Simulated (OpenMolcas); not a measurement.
Ni3+ (d7) in a complex was computed by SS-CASPT2, IPEA 0.25 Eh, imaginary shift 0.1 Eh with the d shell active (OpenMolcas, ANO-RCC-VTZP on the metal). Its lowest spin-free states, and all those of the highest spin:

```tsv
2S+1	Degeneracy	E (cm-1)
4	3	0
2	2	4020
4	3	12900
2	3	14280
2	3	15060
2	3	16900
2	1	21950
2	3	25210
4	3	26240
4	1	26610
2	3	30420
2	2	31200
```

Problem. Is the site octahedral, tetrahedral or cube-like, axial, or of lower symmetry?

Solution. The states with 2S+1 = 4 have orbital degeneracies 3, 3, 3, 1. Threefold states need a cubic site. For d7 at this spin an octahedron puts the threefold T1 below the threefold T2 and a tetrahedron or cube puts the single A2 below the threefold T2, so the site is octahedral. The run had Ni3+ with 6 ligands (fluoride) in octahedral coordination (Oh) at 1.91 Å. A charge of +0.5 e stands 3.2 Å behind each ligand. Ligand basis ANO-RCC-VDZP.

Roots that are degenerate in the reference are averaged as groups; the widest CASPT2 spread within a group is 570 cm-1 (the 3-fold group of multiplicity 2 near 30400 cm-1 above the lowest state of its run). Shifts and gaps below about the spread of the groups concerned are not significant. Over all roots computed the reference weight is 0.64 to 0.72; the roots of lowest weight are the least certain, and an intruder state may touch them. An orbital triplet at a regular site is open to Jahn-Teller coupling, which can distort the site and quench the lowest spin-orbit gaps and is left out. This shell can be high or low spin here, a state of another spin lies low, and with metal d orbitals alone active their balance is uncertain, so the ground spin may be wrong. A single d shell leaves out the double-shell effect, which counts most for late 3d ions, where the CASPT2 field can be off either way by tens of per cent. Ligand-to-metal charge-transfer states are missing. These CASPT2 states fit no ligand-field parameters well, so their order and spin gaps are uncertain. With no ligand orbital active B as a rule stays too high, so bands that hang on it stand too high and its fall with covalency is understated. With one d shell and no ligand orbital active, 10Dq can be off by a tenth or more. Free-ion shares, where given, are those of the reference states; single-state CASPT2 does not remix them. No measured value stands beside these numbers; the geometry is a model, was not optimised and need not be the one that this ion takes.
